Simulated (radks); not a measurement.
Question: Valence configurations of W+ (all share [Xe]). Calculated with a radial shooting solver on a logarithmic mesh with Libxc functionals: Dirac Kohn-Sham, PBE, spin-unpolarised, spherical densities, point nucleus; open shells fill j = l - 1/2 first. Order these by energy: 4f12 5d5 6s2; 4f14 5d3.5 6s1 6p0.5; 4f12 5d6 6s1; 4f14 5d2.5 6s1 6p1.5; 4f13.5 5d4.5 6s1; 4f14 5d5; 4f14 5d3 6s1 6p1; 4f14 5d4 6s1; 4f13 5d4.5 6s1 6p0.5; 4f14 5d4 6p1.

Answer: From the lowest, in eV above it: 4f14 5d4 6s1 0.000; 4f14 5d5 1.235; 4f14 5d3.5 6s1 6p0.5 2.498; 4f14 5d4 6p1 4.801; 4f14 5d3 6s1 6p1 5.402; 4f14 5d2.5 6s1 6p1.5 8.731; 4f13.5 5d4.5 6s1 14.911; 4f13 5d4.5 6s1 6p0.5 34.477; 4f12 5d6 6s1 71.739; 4f12 5d5 6s2 73.242. NIST lists [Xe] 4f14 5d4 6s1 as the ground configuration; this level of theory agrees among the configurations tried. The energies are those of spherical spin-averaged densities, not of single terms.
